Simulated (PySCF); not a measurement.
B(H)2(SeH) (BH3Se), SMILES B[SeH].

Geometry: PBE0-D3(BJ)/def2-TZVP.

These are PBE0-D3(BJ)/def2-TZVP (PySCF) values and carry that method's errors.

Frequencies are harmonic and unscaled.

Computed vibrational spectrum:
```csv
mode,ν (cm⁻¹),IR (km/mol),Raman (Å⁴/amu),depolarisation,moving atoms (share of kinetic energy)
1,603,6.8,2.0,0.68,"H 87 %, B 9 %"
2,606,2.0,0.1,0.75,H 99 %
3,706,15.7,23.8,0.16,"B 61 %, H 29 %, Se 11 %"
4,878,3.3,7.9,0.56,"H 83 %, B 16 %"
5,917,8.8,0.2,0.75,"H 76 %, B 24 %"
6,1175,54.7,3.3,0.06,"H 85 %, B 15 %"
7,2434,8.1,156.7,0.26,H 99 %
8,2616,80.0,129.5,0.09,H 96 %
9,2729,62.7,63.3,0.75,"H 87 %, B 13 %"
```
